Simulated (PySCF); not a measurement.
Excitation energy of Mg⁺ by level of theory

Mg⁺ [Ne] 3s1 (2S) → Mg⁺ [Ne] 3d1 (2D), as a difference of total energies. Calculation: PySCF 2.14, in dyall-acv3z (20s13p7d4f, 122 functions); the spin-free X2C one-electron Hamiltonian (Gaussian nucleus). Correlated levels: valence and next inner shell: 1s2 frozen; virtual orbitals above 40 to 60 times the deepest correlated orbital energy dropped. The calculations carry no spin-orbit coupling.

```csv
method,excitation energy (eV),error (eV)
UHF,8.868,+0.004
LDA,8.866,+0.002
PBE,8.579,-0.285
PBE0,8.665,-0.199
r2SCAN,8.607,-0.257
wB97M-V,9.084,+0.220
wB97X-V,8.898,+0.034
CAM-B3LYP,9.041,+0.177
MP2 (valence and next inner shell),9.075,+0.211
SCS-MP2 (valence and next inner shell),9.033,+0.169
```

Reference: 8.864 eV (measured; NIST levels, between the centres of gravity of the two terms).

Errors of the correlated levels include the incompleteness of this basis and the frozen core.

The promoted electron is Rydberg-like, and one or two diffuse shells describe it only roughly, which tends to raise the upper state.
